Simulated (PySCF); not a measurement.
Simulation results for B2FH3, BClFH

All values are calculated (PySCF 2.14.0). Calculation on a computer-drawn molecule: vertical ionisation energy to the stated ion spin, frozen-core CCSD(T) at the basis limit and cheaper methods, single-reference cases, UHF for radicals, no spin-orbit; all values are single points at the evaluated structure, the first of each entry, which is the reference or a displaced copy of it and isn't optimised; the reference structure only sets the zero of the energies above reference; triples share is (T) over the correlation energy.

Common to all runs: charge 0; multiplicity 1; ion multiplicity 2; diffuse functions no; reference is the Hartree-Fock double-zeta minimum; best is HF at quadruple zeta + MP2 correlation extrapolated from triple and quadruple zeta + CCSD(T) minus MP2 at triple zeta; basis step is the size of the change from the same recipe one zeta lower.

(1) B2FH3

Evaluated structure:
```xyz
6
B2FH3
B     -1.1001     0.5773     0.6981
B     -1.4894    -0.3953    -0.6737
F     -1.9560     0.0044    -1.7415
H     -1.9977     0.7961     1.4688
H      0.1982     1.0614     0.9571
H     -1.3708    -1.5707    -0.6034
```

Reference structure:
```xyz
6
B2FH3
B     -1.1269     0.5310     0.7107
B     -1.4492    -0.4526    -0.6436
F     -1.8141     0.0817    -1.8132
H     -1.9877     0.8141     1.5001
H     -0.0200     0.9376     0.9420
H     -1.3668    -1.6548    -0.6184
```

| Item | Value |
| --- | --- |
| basis | cc-pVnZ |
| ionisation energy best | 10.8 eV |
| ionisation energy basis step | 0.02138 eV |
| energy above reference best | 15.6 kcal/mol |
| energy above reference basis step | 0.7318 kcal/mol |
| ionisation energy Koopmans at triple zeta | 11.26 eV |
| ionisation energy EOM CCSD at triple zeta | 10.76 eV |
| total energy HF triple zeta | -150.5936 hartree |
| total energy CCSD(T) triple zeta | -151.0802 hartree |
| total energy best | -151.1546 hartree |
| T1 diagnostic at triple zeta | 0.01207 |
| D1 diagnostic at triple zeta | 0.03628 |
| ion T1 diagnostic at triple zeta | 0.02139 |
| ion D1 diagnostic at triple zeta | 0.08963 |
| ion spin squared at triple zeta | 0.7697 |
| triples share at triple zeta | 0.02825 |
| basis functions triple zeta | 132 |
| dipole magnitude HF at triple zeta | 0.4211 debye |
| dipole magnitude CCSD unrelaxed at triple zeta | 0.2736 debye |
| dipole magnitude PBE at triple zeta | 0.1925 debye |
| dipole magnitude r2SCAN at triple zeta | 0.2381 debye |
| dipole magnitude B3LYP at triple zeta | 0.2619 debye |
| dipole magnitude wB97X at triple zeta | 0.2742 debye |

Drawn bonds:
```
atom  other atom  order
   1           2      1
   2           3      1
   1           4      1
   1           5      1
   2           6      1
```

Triple zeta:
```
 method  ionisation energy (eV)  energy above reference (kcal/mol)
     HF                   10.06                               14.9
    PBE                   10.16                              15.63
 r2SCAN                   10.26                              15.61
  B3LYP                   10.49                              15.87
  wB97X                   10.58                              16.06
    MP2                   10.67                              16.59
   CCSD                    10.7                              15.64
CCSD(T)                   10.68                              15.79
```

(2) B2FH3

Evaluated structure:
```xyz
6
B2FH3
B     -1.1446     0.6606     0.6882
B     -1.3289    -0.3816    -0.5081
F     -1.8047     0.0922    -1.8457
H     -2.0381     0.7928     1.5015
H     -0.0181     0.9339     1.0664
H     -1.3109    -1.6486    -0.5812
```

Reference structure:
```xyz
6
B2FH3
B     -1.1269     0.5310     0.7107
B     -1.4492    -0.4526    -0.6436
F     -1.8141     0.0817    -1.8132
H     -1.9877     0.8141     1.5001
H     -0.0200     0.9376     0.9420
H     -1.3668    -1.6548    -0.6184
```

| Item | Value |
| --- | --- |
| basis | cc-pVnZ |
| ionisation energy best | 11.95 eV |
| ionisation energy basis step | 0.04236 eV |
| energy above reference best | 16.18 kcal/mol |
| energy above reference basis step | 0.1474 kcal/mol |
| ionisation energy Koopmans at triple zeta | 12.66 eV |
| ionisation energy EOM CCSD at triple zeta | 11.9 eV |
| total energy HF triple zeta | -150.5848 hartree |
| total energy CCSD(T) triple zeta | -151.0788 hartree |
| total energy best | -151.1537 hartree |
| T1 diagnostic at triple zeta | 0.01529 |
| D1 diagnostic at triple zeta | 0.04743 |
| ion T1 diagnostic at triple zeta | 0.03885 |
| ion D1 diagnostic at triple zeta | 0.1892 |
| ion spin squared at triple zeta | 0.7787 |
| triples share at triple zeta | 0.0304 |
| basis functions triple zeta | 132 |
| dipole magnitude HF at triple zeta | 1.962 debye |
| dipole magnitude CCSD unrelaxed at triple zeta | 1.666 debye |
| dipole magnitude PBE at triple zeta | 1.465 debye |
| dipole magnitude r2SCAN at triple zeta | 1.577 debye |
| dipole magnitude B3LYP at triple zeta | 1.634 debye |
| dipole magnitude wB97X at triple zeta | 1.676 debye |

Drawn bonds:
```
atom  other atom  order
   1           2      1
   2           3      1
   1           4      1
   1           5      1
   2           6      1
```

Triple zeta:
```
 method  ionisation energy (eV)  energy above reference (kcal/mol)
     HF                   11.47                              20.43
    PBE                   11.09                              13.27
 r2SCAN                   11.25                              15.02
  B3LYP                   11.53                              15.41
  wB97X                   11.71                              15.67
    MP2                   11.88                               16.9
   CCSD                   11.91                              17.31
CCSD(T)                    11.8                              16.66
```

(3) B2FH3

Evaluated structure:
```xyz
6
B2FH3
B     -1.1446     0.6606     0.6882
B     -1.3289    -0.3816    -0.5081
F     -1.8047     0.0922    -1.8457
H     -2.0381     0.7928     1.5015
H     -0.0181     0.9339     1.0664
H     -1.3120    -1.5717    -0.5768
```

Reference structure:
```xyz
6
B2FH3
B     -1.1269     0.5310     0.7107
B     -1.4492    -0.4526    -0.6436
F     -1.8141     0.0817    -1.8132
H     -1.9877     0.8141     1.5001
H     -0.0200     0.9376     0.9420
H     -1.3668    -1.6548    -0.6184
```

| Item | Value |
| --- | --- |
| basis | cc-pVnZ |
| ionisation energy best | 12.02 eV |
| ionisation energy basis step | 0.04516 eV |
| energy above reference best | 14.71 kcal/mol |
| energy above reference basis step | 0.1677 kcal/mol |
| ionisation energy Koopmans at triple zeta | 12.76 eV |
| ionisation energy EOM CCSD at triple zeta | 11.96 eV |
| total energy HF triple zeta | -150.5876 hartree |
| total energy CCSD(T) triple zeta | -151.0810 hartree |
| total energy best | -151.1560 hartree |
| T1 diagnostic at triple zeta | 0.01519 |
| D1 diagnostic at triple zeta | 0.04745 |
| ion T1 diagnostic at triple zeta | 0.04114 |
| ion D1 diagnostic at triple zeta | 0.2053 |
| ion spin squared at triple zeta | 0.7704 |
| triples share at triple zeta | 0.0302 |
| basis functions triple zeta | 132 |
| dipole magnitude HF at triple zeta | 1.976 debye |
| dipole magnitude CCSD unrelaxed at triple zeta | 1.677 debye |
| dipole magnitude PBE at triple zeta | 1.475 debye |
| dipole magnitude r2SCAN at triple zeta | 1.587 debye |
| dipole magnitude B3LYP at triple zeta | 1.645 debye |
| dipole magnitude wB97X at triple zeta | 1.684 debye |

Drawn bonds:
```
atom  other atom  order
   1           2      1
   2           3      1
   1           4      1
   1           5      1
   2           6      1
```

Triple zeta:
```
 method  ionisation energy (eV)  energy above reference (kcal/mol)
     HF                   11.53                              18.65
    PBE                   11.14                              12.35
 r2SCAN                   11.31                              13.76
  B3LYP                   11.59                              13.95
  wB97X                   11.77                              14.29
    MP2                   11.95                              15.29
   CCSD                   11.97                              15.84
CCSD(T)                   11.87                              15.26
```

(4) BClFH

Evaluated structure:
```xyz
4
BClFH
F      0.6640     0.8328     1.2504
B      0.9107    -0.0473     0.3049
Cl    -0.0805    -0.0226    -1.1406
H      1.7869    -0.8386     0.4341
```

Reference structure:
```xyz
4
BClFH
F      0.6640     0.8328     1.2504
B      0.9107    -0.0473     0.3049
Cl    -0.0805    -0.0226    -1.1406
H      1.7869    -0.8386     0.4341
```

| Item | Value |
| --- | --- |
| basis | cc-pV(n+d)Z |
| ionisation energy best | 12.54 eV |
| ionisation energy basis step | 0.09136 eV |
| energy above reference best | 0 kcal/mol |
| energy above reference basis step | 0 kcal/mol |
| ionisation energy Koopmans at triple zeta | 12.9 eV |
| ionisation energy EOM CCSD at triple zeta | 12.41 eV |
| total energy HF triple zeta | -584.3715 hartree |
| total energy CCSD(T) triple zeta | -584.9521 hartree |
| total energy best | -585.0505 hartree |
| T1 diagnostic at triple zeta | 0.0124 |
| D1 diagnostic at triple zeta | 0.04261 |
| ion T1 diagnostic at triple zeta | 0.02398 |
| ion D1 diagnostic at triple zeta | 0.1132 |
| ion spin squared at triple zeta | 0.7617 |
| triples share at triple zeta | 0.03451 |
| basis functions triple zeta | 113 |
| dipole magnitude HF at triple zeta | 0.9976 debye |
| dipole magnitude CCSD unrelaxed at triple zeta | 0.7692 debye |
| dipole magnitude PBE at triple zeta | 0.6005 debye |
| dipole magnitude r2SCAN at triple zeta | 0.6857 debye |
| dipole magnitude B3LYP at triple zeta | 0.7214 debye |
| dipole magnitude wB97X at triple zeta | 0.7882 debye |

Drawn bonds:
```
atom  other atom  order
   1           2      1
   2           3      1
   2           4      1
```

Triple zeta:
```
 method  ionisation energy (eV)  energy above reference (kcal/mol)
     HF                   11.36                                  0
    PBE                   11.95                                  0
 r2SCAN                   12.13                                  0
  B3LYP                   12.24                                  0
  wB97X                   12.36                                  0
    MP2                   12.48                                  0
   CCSD                   12.28                                  0
CCSD(T)                   12.32                                  0
```

(5) BClFH

Evaluated structure:
```xyz
4
BClFH
F      0.6646     0.8317     1.2214
B      0.9326    -0.0353     0.3381
Cl    -0.0941     0.0027    -1.1280
H      1.7359    -0.8687     0.4920
```

Reference structure:
```xyz
4
BClFH
F      0.6640     0.8328     1.2504
B      0.9107    -0.0473     0.3049
Cl    -0.0805    -0.0226    -1.1406
H      1.7869    -0.8386     0.4341
```

| Property | Result |
| --- | --- |
| basis | cc-pV(n+d)Z |
| ionisation energy best | 12.37 eV |
| ionisation energy basis step | 0.09116 eV |
| energy above reference best | 1.87 kcal/mol |
| energy above reference basis step | 0.3036 kcal/mol |
| ionisation energy Koopmans at triple zeta | 12.74 eV |
| ionisation energy EOM CCSD at triple zeta | 12.25 eV |
| total energy HF triple zeta | -584.3701 hartree |
| total energy CCSD(T) triple zeta | -584.9488 hartree |
| total energy best | -585.0475 hartree |
| T1 diagnostic at triple zeta | 0.01202 |
| D1 diagnostic at triple zeta | 0.041 |
| ion T1 diagnostic at triple zeta | 0.01881 |
| ion D1 diagnostic at triple zeta | 0.07767 |
| ion spin squared at triple zeta | 0.7614 |
| triples share at triple zeta | 0.03419 |
| basis functions triple zeta | 113 |
| dipole magnitude HF at triple zeta | 1.208 debye |
| dipole magnitude CCSD unrelaxed at triple zeta | 0.9852 debye |
| dipole magnitude PBE at triple zeta | 0.8373 debye |
| dipole magnitude r2SCAN at triple zeta | 0.929 debye |
| dipole magnitude B3LYP at triple zeta | 0.9378 debye |
| dipole magnitude wB97X at triple zeta | 1.032 debye |

Drawn bonds:
```
atom  other atom  order
   1           2      1
   2           3      1
   2           4      1
```

Triple zeta:
```
 method  ionisation energy (eV)  energy above reference (kcal/mol)
     HF                   11.15                             0.9132
    PBE                   11.91                               2.44
 r2SCAN                   12.06                              1.939
  B3LYP                   12.15                              1.896
  wB97X                   12.22                              2.074
    MP2                   12.29                              2.135
   CCSD                   12.11                              1.911
CCSD(T)                   12.16                              2.066
```

(6) BClFH

Evaluated structure:
```xyz
4
BClFH
F      0.6650     0.8352     1.2507
B      0.9106    -0.0462     0.3049
Cl    -0.3292    -0.0159    -1.5022
H      1.7863    -0.8382     0.4335
```

Reference structure:
```xyz
4
BClFH
F      0.6640     0.8328     1.2504
B      0.9107    -0.0473     0.3049
Cl    -0.0805    -0.0226    -1.1406
H      1.7869    -0.8386     0.4341
```

| Quantity | Value |
| --- | --- |
| basis | cc-pV(n+d)Z |
| dipole magnitude PBE at triple zeta | — |
| ionisation energy EOM CCSD at triple zeta | — |
| D1 diagnostic at triple zeta | — |

Drawn bonds:
```
atom  other atom  order
   1           2      1
   2           3      1
   2           4      1
```

To be estimated
1. Estimate the dipole magnitude PBE at triple zeta of BClFH (entry 6).
2. Give the missing ionisation energy EOM CCSD at triple zeta for BClFH (entry 6).
3. Estimate the D1 diagnostic at triple zeta of BClFH (entry 6).

Answers
1. 2.267 debye
2. 11.48 eV
3. 0.04625

Further results for BClFH (entry 6):

| Property | Result |
| --- | --- |
| ionisation energy best | 11.59 eV |
| ionisation energy basis step | 0.08471 eV |
| energy above reference best | 28.94 kcal/mol |
| energy above reference basis step | 0.3419 kcal/mol |
| ionisation energy Koopmans at triple zeta | 12.12 eV |
| total energy HF triple zeta | -584.3241 hartree |
| total energy CCSD(T) triple zeta | -584.9065 hartree |
| total energy best | -585.0044 hartree |
| T1 diagnostic at triple zeta | 0.0143 |
| ion T1 diagnostic at triple zeta | 0.01575 |
| ion D1 diagnostic at triple zeta | 0.04457 |
| ion spin squared at triple zeta | 0.7619 |
| triples share at triple zeta | 0.0363 |
| basis functions triple zeta | 113 |
| dipole magnitude HF at triple zeta | 2.752 debye |
| dipole magnitude CCSD unrelaxed at triple zeta | 2.399 debye |
| dipole magnitude r2SCAN at triple zeta | 2.418 debye |
| dipole magnitude B3LYP at triple zeta | 2.374 debye |
| dipole magnitude wB97X at triple zeta | 2.584 debye |

Triple zeta:
```
 method  ionisation energy (eV)  energy above reference (kcal/mol)
     HF                   10.26                              29.78
    PBE                   11.42                              25.71
 r2SCAN                   11.46                              27.68
  B3LYP                    11.5                              26.59
  wB97X                   11.45                              29.23
    MP2                   11.46                              29.73
   CCSD                   11.29                              29.33
CCSD(T)                   11.36                              28.63
```
